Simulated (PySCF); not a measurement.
Ionisation energy of Pd⁴⁴⁺ by level of theory

Pd⁴⁴⁺ 1s2 (1S) → Pd⁴⁵⁺ 1s1 (2S), as a difference of total energies. Computed with PySCF 2.14 in an even-tempered Gaussian basis (17 s from 83 bohr⁻², ratio 2.2; 7 p from 130 bohr⁻², ratio 2.4; 4 d from 380 bohr⁻², ratio 2.4; 3 f from 560 bohr⁻², ratio 2.4; 3 g from 850 bohr⁻², ratio 2.4), with scalar relativity by spin-free X2C-1e. Correlated levels: nothing frozen; virtual orbitals above 40 to 60 times the deepest correlated orbital energy dropped. The calculations carry no spin-orbit coupling.

| method | ionisation energy (eV) |
| --- | --- |
| UHF | 28817.2 |
| LDA | 28766.6 |
| PBE | 28813.7 |
| PBE0 | 28814.8 |
| r2SCAN | 28820.3 |
| MN15 | 28852.8 |
| M06-2X | 28822.3 |
| MP2 (all electrons) | 28818.7 |
| SCS-MP2 (all electrons) | 28819.0 |

For this ion Breit and QED terms and the two-electron picture change, all absent here, outweigh the differences among the correlated methods.

For comparison: 28776.0 eV (theoretical estimate listed by NIST; NIST Atomic Spectra Database, ionization energies).
